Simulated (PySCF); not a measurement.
A mixed set of molecules.

All values: CAM-B3LYP/def2-SVPD (PySCF) at GFN2-xTB geometries, gas phase, one conformer each. Core orbitals are frozen in the response; Δα² is half the sum of the squared differences of the principal polarisabilities.

Task: Rank by HOMO–LUMO gap, lowest first.
A. `C[Si@@H]1NC[SiH2]N1`
B. `C=C([SiH3])CC=O`
C. `CS[C@@H]1CC[C@H]1C`
D. `CN(C)[SiH2]C=O`

Result: D (7.68 eV), C (8.75 eV), B (8.90 eV), A (9.08 eV).

Task: Rank by mean static polarisability, highest first.
A. `C=C([SiH3])CC=O`
B. `CN(C)[SiH2]C=O`
C. `C[Si@@H]1NC[SiH2]N1`
D. `CS[C@@H]1CC[C@H]1C`

Result: D (13.48 Å³), C (12.79 Å³), A (11.41 Å³), B (10.99 Å³).

All values together:

```tsv
SMILES	formula	μ (D)	HOMO (eV)	LUMO (eV)	α (Å³)	Δα (Å³)	electrons	α per electron (Å³)
C[Si@@H]1NC[SiH2]N1	C2H10N2Si2	0.44	-7.95	1.13	12.79	3.07	64	0.200
C=C([SiH3])CC=O	C4H8OSi	3.14	-8.83	0.07	11.41	3.71	54	0.211
CN(C)[SiH2]C=O	C3H9NOSi	3.36	-8.07	-0.39	10.99	3.00	56	0.196
C[Si@H]1C=COC1	C4H8OSi	1.14	-7.88	1.14	11.03	3.15	54	0.204
CS[C@@H]1CC[C@H]1C	C6H12S	1.63	-7.51	1.24	13.48	3.85	64	0.211
```

Conformers: `[CH3:1][Si@@H:2]1[NH:3][CH2:4][SiH2:5][NH:6]1` with C1–Si2–N3–C4 -143°, Si2–N3–C4–Si5 25°, N3–C4–Si5–N6 -13°, C4–Si5–N6–Si2 -1°; `[CH2:1]=[C:2]([SiH3:3])[CH2:4][CH:5]=[O:6]` with C1–C2–C4–C5 138°, C2–C4–C5–O6 19°; `[CH3:1][N:2]([CH3:3])[SiH2:4][CH:5]=[O:6]` with C1–N2–Si4–C5 -42°, N2–Si4–C5–O6 146°; `[CH3:1][S:2][C@@H:3]1[CH2:4][CH2:5][C@H:6]1[CH3:7]` with C1–S2–C3–C4 -75°, S2–C3–C4–C5 -131°, C3–C4–C5–C6 12°, C4–C5–C6–C7 -132°, S2–C3–C6–C5 133°.
